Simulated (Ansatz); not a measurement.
The lowest singlet and triplet of FHSi (SMILES F[SiH]); geometries from B3LYP-D3(BJ)/def2-TZVP, each state relaxed from the structure named, with no frequency check.
Singlet (charge 0, multiplicity 1):
```xyz
3

F      0.8441    -0.5754     0.0000
Si    -0.4348     0.4186     0.0000
H     -1.5091    -0.6821     0.0000
```

A positive gap puts the triplet lower; no zero-point energy. R- takes a restricted singlet. U- takes an unrestricted singlet (broken symmetry where lower, unprojected). The triplet is unrestricted in single-reference levels. Active spaces average the two states.

Cores are frozen in the correlated methods.

The values were computed with Ansatz (a quantum-chemistry and plane-wave program). Values without a source in brackets are computed.

| level | gap E(singlet) − E(triplet), vertical, at the singlet's geometry (eV) |
|---|---|
| R-HF/cc-pV(D+d)Z | -1.209 |
| U-HF/cc-pV(Q+d)Z (spin-contaminated) | -1.177 |
| U-PBE/def2-TZVPP | -1.631 |
| U-B3LYP/def2-TZVPP | -1.822 |
| U-BHLYP/def2-TZVPP | -1.792 |
| U-SCS-MP2/cc-pV(D+d)Z (spin-contaminated) | ? |
| R-SCS-MP2/cc-pV(Q+d)Z | -1.949 |
| U-CCSD/cc-pV(T+d)Z (spin-contaminated) | -1.843 |
| SC-NEVPT2 on SA-CASSCF(2,2)/cc-pV(T+d)Z | -1.911 |

Problem. Fill in the missing entries.

Solution. 
- U-SCS-MP2/cc-pV(D+d)Z (spin-contaminated), gap E(singlet) − E(triplet), vertical, at the singlet's geometry (eV): -1.703

Doubts at one or more of the structures used: a restricted determinant that unrestricted orbitals would lower (R-HF/cc-pV(D+d)Z, R-SCS-MP2/cc-pV(Q+d)Z); T1 above 0.05 (U-CCSD/cc-pV(T+d)Z (spin-contaminated)).
